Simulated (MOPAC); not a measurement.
MOPAC input (AM1):

```
AM1 1SCF GEO-OK AUX(PRECISION=9) THREADS=1
ClRb

Rb   -0.00000000 1   -0.00000000 1   -0.90239267 1
Cl    0.00000000 1    0.00000000 1    1.96403109 1
```

Q: What heat of formation does the run end on, and which ionisation energy by Koopmans theorem?

A: -51.66 kcal/mol; 8.68 eV.
